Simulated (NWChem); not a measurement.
Species: C$_{4}$H$_{7}$F; SMILES C[C@H]1C[C@@H]1F

```xyz
12

C      0.5197    -1.9011     0.0893
C      0.0814    -0.5542    -0.4449
C     -1.2296     0.0866    -0.0002
C      0.0848     0.6615     0.4251
F      0.4717     1.8579    -0.1334
H      1.6075    -2.0224     0.0200
H      0.2377    -2.0216     1.1422
H      0.0523    -2.7198    -0.4708
H      0.3465    -0.3544    -1.4817
H     -1.8389    -0.4222     0.7433
H     -1.7906     0.6438    -0.7449
H      0.4015     0.5847     1.4635
```
Atoms are numbered in this order, from 1.

Level: B3LYP/6-31G* (spherical d) (NWChem), optimised geometry, unscaled harmonic frequencies. 

**Question.** List the harmonic frequencies with IR intensities, and the thermochemistry.

**Answer.** 
```json
[
 {"frequency (cm⁻¹)": "197", "IR intensity (km/mol)": "0.2"},
 {"frequency (cm⁻¹)": "244", "IR intensity (km/mol)": "0.8"},
 {"frequency (cm⁻¹)": "292", "IR intensity (km/mol)": "1.8"},
 {"frequency (cm⁻¹)": "415", "IR intensity (km/mol)": "5.8"},
 {"frequency (cm⁻¹)": "448", "IR intensity (km/mol)": "2.6"},
 {"frequency (cm⁻¹)": "788", "IR intensity (km/mol)": "9.8"},
 {"frequency (cm⁻¹)": "815", "IR intensity (km/mol)": "5.6"},
 {"frequency (cm⁻¹)": "892", "IR intensity (km/mol)": "7.9"},
 {"frequency (cm⁻¹)": "920", "IR intensity (km/mol)": "16.9"},
 {"frequency (cm⁻¹)": "1020", "IR intensity (km/mol)": "16.2"},
 {"frequency (cm⁻¹)": "1040", "IR intensity (km/mol)": "7.4"},
 {"frequency (cm⁻¹)": "1101", "IR intensity (km/mol)": "10.6"},
 {"frequency (cm⁻¹)": "1109", "IR intensity (km/mol)": "4.4"},
 {"frequency (cm⁻¹)": "1140", "IR intensity (km/mol)": "7.2"},
 {"frequency (cm⁻¹)": "1193", "IR intensity (km/mol)": "50.8"},
 {"frequency (cm⁻¹)": "1200", "IR intensity (km/mol)": "1.1"},
 {"frequency (cm⁻¹)": "1245", "IR intensity (km/mol)": "7.8"},
 {"frequency (cm⁻¹)": "1358", "IR intensity (km/mol)": "13.5"},
 {"frequency (cm⁻¹)": "1440", "IR intensity (km/mol)": "8.3"},
 {"frequency (cm⁻¹)": "1455", "IR intensity (km/mol)": "7.5"},
 {"frequency (cm⁻¹)": "1516", "IR intensity (km/mol)": "18.6"},
 {"frequency (cm⁻¹)": "1524", "IR intensity (km/mol)": "7.0"},
 {"frequency (cm⁻¹)": "1535", "IR intensity (km/mol)": "9.9"},
 {"frequency (cm⁻¹)": "3042", "IR intensity (km/mol)": "30.8"},
 {"frequency (cm⁻¹)": "3105", "IR intensity (km/mol)": "24.5"},
 {"frequency (cm⁻¹)": "3106", "IR intensity (km/mol)": "28.3"},
 {"frequency (cm⁻¹)": "3147", "IR intensity (km/mol)": "9.8"},
 {"frequency (cm⁻¹)": "3162", "IR intensity (km/mol)": "2.6"},
 {"frequency (cm⁻¹)": "3166", "IR intensity (km/mol)": "33.6"},
 {"frequency (cm⁻¹)": "3234", "IR intensity (km/mol)": "8.9"}
]
```

* **zero-point energy**: 64.1 kcal/mol
* **thermal correction to the enthalpy at 298.15 K (with zero-point energy)**: 68.0 kcal/mol
* **heat capacity Cv**: 18.9 cal/(mol K)
* **entropy at 298.15 K and 1 atm (symmetry number 1)**: 72.6 cal/(mol K)
* **dipole moment**: 1.63 D

Rigid rotor and harmonic oscillator.
